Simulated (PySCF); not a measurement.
C₄H₄N, multiplicity 2. Atoms are numbered in the order given.

```xyz
9

C      1.2036    -0.0540     0.0000
C      0.4238    -1.1828     0.0000
C     -0.9273    -0.6908     0.0000
C     -0.8881     0.6896     0.0000
N      0.4436     1.0712     0.0000
H      0.7495    -2.2197     0.0000
H     -1.8285    -1.3023     0.0000
H     -1.6858     1.4291     0.0000
H      0.7885     2.0219     0.0000
```
Charge 0, spin multiplicity 2.

Coordinates come from a B3LYP-D3(BJ)/def2-SVP optimisation. The isomer is the one that the SMILES or the coordinates give; other isomers of the formula were not compared.

These are TDA-ωB97X/def2-SVPD in PySCF 2.14.0 values and carry that method's errors.

Vertical excitations. 

```json
[
 {"state": "root 1", "energy (eV)": "1.18", "λ (nm)": "1049", "f": "0.001", "main pairs": "β HOMO→LUMO 93 %"},
 {"state": "root 2", "energy (eV)": "2.72", "λ (nm)": "455", "f": "0.000", "main pairs": "β HOMO−1→LUMO 94 %"},
 {"state": "root 3", "energy (eV)": "4.51", "λ (nm)": "275", "f": "0.000", "main pairs": "α HOMO→LUMO+1 45 %, β HOMO→LUMO+2 45 %"},
 {"state": "root 4", "energy (eV)": "5.54", "λ (nm)": "224", "f": "0.000", "main pairs": "α HOMO−1→LUMO+1 28 %, α HOMO→LUMO+4 21 %, β HOMO→LUMO+5 26 %, β HOMO−1→LUMO+2 16 %"},
 {"state": "root 5", "energy (eV)": "6.25", "λ (nm)": "198", "f": "0.004", "main pairs": "α HOMO−1→LUMO+1 29 %, α HOMO→LUMO+4 21 %, β HOMO−1→LUMO+2 21 %, β HOMO→LUMO+5 19 %"},
 {"state": "root 6", "energy (eV)": "6.50", "λ (nm)": "191", "f": "0.004", "main pairs": "β HOMO−2→LUMO 40 %, β HOMO−3→LUMO 35 %, β HOMO−5→LUMO 13 %"},
 {"state": "root 7", "energy (eV)": "6.58", "λ (nm)": "189", "f": "0.001", "main pairs": "β HOMO→LUMO+1 94 %"},
 {"state": "root 8", "energy (eV)": "6.85", "λ (nm)": "181", "f": "0.032", "main pairs": "α HOMO−1→LUMO+4 34 %, α HOMO→LUMO+4 10 %, α HOMO−1→LUMO+1 7 %, β HOMO→LUMO+2 18 %, β HOMO−1→LUMO+5 11 %, β HOMO−1→LUMO+2 10 %"},
 {"state": "root 9", "energy (eV)": "6.85", "λ (nm)": "181", "f": "0.003", "main pairs": "α HOMO→LUMO 81 %"},
 {"state": "root 10", "energy (eV)": "6.89", "λ (nm)": "180", "f": "0.065", "main pairs": "α HOMO→LUMO+1 22 %, β HOMO−2→LUMO 21 %, β HOMO−3→LUMO 17 %, β HOMO→LUMO+2 10 %, β HOMO−1→LUMO+5 10 %"}
]
```
Unrestricted roots are not spin-pure.
